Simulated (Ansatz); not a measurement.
`C1[SiH2]CS1`, charge 0, multiplicity 1.

Question: Give a relaxed structure at PBE0-D4/def2-TZVP (the Gaussian-basis code of Ansatz). (An estimate is asked.)

Answer: Ansatz gave: 
```xyz
10

C     1.129    0.531    0.569
Si   -0.059    0.319   -0.873
C    -1.104   -0.777    0.241
S     0.335   -0.916    1.367
H     2.187    0.361    0.372
H     1.007    1.435    1.167
H     0.558   -0.456   -1.981
H    -0.693    1.545   -1.439
H    -1.408   -1.744   -0.157
H    -1.952   -0.298    0.732
```
Point group Cs.
This is one stationary point; other conformers may exist.
